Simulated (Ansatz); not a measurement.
`[OH][Mo]([F])([F])(=[S])[Cl]`, relaxed with RKS PBE0-D4/def2-TZVP in Ansatz 0.2.0 from a PBE-D4/def2-SVP geometry. The force threshold is 0.005 eV/Å; the program also tests the step.

The species carries charge 0 and has multiplicity 1. Mo: def2 effective core potential.

Start:

```xyz
7

O    -1.373   -0.013    0.714
Mo    0.218    0.088   -0.214
F    -0.655    0.200   -1.910
F     0.720    1.814   -0.681
S     1.643    0.004    1.391
Cl    0.822   -1.994   -0.987
H    -1.376   -0.098    1.688
```

Question: How much energy does the relaxation release, and in how many steps? (An estimate is asked.)

Answer: Ansatz gave: 16.16 kcal/mol, in 48 steps, 7 of them rejected.

Question: Which bonds change most? (Estimate.)

Answer: Ansatz gave: Mo2–S5 from 2.148 to 2.066 Å; Mo2–F3 from 1.910 to 1.844 Å; Mo2–Cl6 from 2.302 to 2.284 Å; O1–H7 from 0.978 to 0.963 Å.

Question: Give the relaxed structure. (Best estimate.)

Answer: Computed: 
```xyz
7

O    -0.845   -0.067    1.267
Mo    0.289    0.083   -0.184
F     0.622    0.205   -1.994
F    -0.406    1.785   -0.441
S     2.149    0.257    0.699
Cl   -0.003   -2.143   -0.601
H    -1.806   -0.120    1.253
```
